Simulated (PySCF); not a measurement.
**Assigning NMR signals**

Structure with atom numbers: `[CH3:1][O:2][C@@:3]1([F:4])[CH:5]=[CH:6][O:7][CH2:8][CH2:9]1`. Hydrogens are named by the atom that carries them. Ha(C8), Ha(C9) are pro-R; Hb(C8), Hb(C9) are pro-S.

PySCF 2.14.0 with density-fitted response routines calculation with shieldings: GIAO PBE0/pcSseg-1 and PBE0-D3(BJ)/def2-SVP structure; equivalent nuclei averaged, no solvent, relativity neglected, single conformer.

References, each an isolated molecule treated in the same way: ¹³C (184.41 ppm), ¹H (31.27 ppm) vs TMS.

Q: Assign these signals to the numbered atoms. ¹³C{¹H} NMR (computed): δ 155.4, 107.8, 106.8, 64.3, 49.6, 32.7.

A: 
155.4 → C6, alkene carbon bearing oxygen: an sp2 carbon further deshielded by the attached heteroatom
107.8 → C5, β carbon of an enol-ether or enamine type C=C: the O or N lone pair pushes π density onto this β carbon and shields it
106.8 → C3, allylic fully substituted sp3 carbon bonded to F and O: 2 electronegative neighbours deshield it
64.3 → C8, sp3 CH2 bonded to O: deshielded by the electronegative neighbour
49.6 → C1, methyl carbon bonded to O: the inductive effect lowers its shielding
32.7 → C9, sp3 CH2 in a ring: aliphatic region, no heteroatom directly attached

C5 and C3 lie closer than the usual error of such a calculation, so a measured spectrum could show them in the other order.

Q: Assign these signals to the numbered atoms. ¹H NMR (400 MHz, computed): δ 6.47 (m, 1H), 4.98 (m, 1H), 4.06 (m, 1H), 3.96 (m, 1H), 3.42 (s, 3H), 1.84 (m, 1H), 1.67 (m, 1H).

A: 
6.47 → H(C6), hydrogen on an alkene carbon bearing oxygen: a vinylic proton, deshielded by the sp2 carbon and the C=C anisotropy
4.98 → H(C5), hydrogen on a β carbon of an enol-ether or enamine type C=C: lone-pair donation from O or N shields it, upfield of ordinary alkene protons
4.06 → Hb(C8), hydrogen on an sp3 CH2 bonded to O: its carbon carries O, an electronegative neighbour
3.96 → Ha(C8), hydrogen on an sp3 CH2 bonded to O
3.42 → H(C1), hydrogen on a methyl carbon bonded to O: its carbon carries O, which withdraws density
1.84 → Hb(C9), hydrogen on an sp3 CH2 in a ring
1.67 → Ha(C9), hydrogen on an sp3 CH2 in a ring

Hb(C8) and Ha(C8) lie closer than the usual error of such a calculation, so a measured spectrum could show them in the other order.

Splittings by ¹⁹F in the carbon and heteronuclear signals aren't shown, as no couplings were computed. Shifts are as computed. Against solution values, carbons near 30 ppm lie about +2 ppm off and those near 130 ppm about +5 ppm. Of 1211 compounds with measured shifts, 218 miss one by over three times the rms of a fit or turn the order of signals round; such compounds aren't used in these exercises. No couplings were computed; multiplicities are counted from neighbouring protons, with m where these are inequivalent, close in shift, in a saturated or five-membered ring or joined by F or P, and br s for small geminal =CH2 splittings.
